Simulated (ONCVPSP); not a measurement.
# Transferability test, ONCV potential for Ru

* Element: ruthenium (Ru)
* Generator: ONCVPSP 4.0.1
* Type: optimised norm-conserving Vanderbilt (ONCV)
* Functional: PW91
* Relativity: scalar-relativistic
* Frozen core: [Ar] 3d10
* Valence charge: 16
* Reference configuration: 4s2 4p6 4d7 5s1
* Partial waves: 4s+5s: rc 1.90 bohr, ncon 4, nbas 7, qcut 8 1/bohr, 2 projectors; 4p: rc 1.15 bohr, ncon 4, nbas 7, qcut 7.9 1/bohr, 2 projectors, debl 1 Ha; 4d: rc 1.70 bohr, ncon 4, nbas 8, qcut 9.7 1/bohr, 2 projectors, debl 3.9 Ha
* Local potential: polynomial inside 1.10 bohr (lpopt 5, dvloc0 1 Ha)
* Core correction: polynomial model core, fcfact 0.3

In the p channel the program set the typed energies aside and used -1.708, 0.250 Ha.

Energies are relative to the spin-unpolarised reference configuration 4s2 4p6 4d7 5s1; without spin polarisation the order of configurations can differ from experiment.

| valence configuration | charge | ΔE all-electron (eV) | error AE − PS (meV) |
| --- | --- | --- | --- |
| 4s2 4p6 4d7 5s0 | +1 | 7.353 | -2.4 |
| 4s2 4p6 4d6 5s1 5p1 | 0 | 5.673 | +0.8 |

Problem. What are ΔE and the potential's error for 4s2 4p6 4d6 5s0?

Solution. ΔE = 25.609 eV all-electron; the error (AE − PS) is -2.5 meV.

Problem. What are ΔE and the potential's error for 4s2 4p6 4d5 5s0?

Solution. ΔE = 56.304 eV all-electron; the error (AE − PS) is -2.0 meV.

Levels in the configuration 4s2 4p6 4d7 5s0:

```json
{"level": "4s", "all-electron (eV)": "-83.855", "pseudo (eV)": "-83.882"}
{"level": "4p", "all-electron (eV)": "-53.927", "pseudo (eV)": "-53.935"}
{"level": "4d", "all-electron (eV)": "-12.610", "pseudo (eV)": "-12.609"}
```
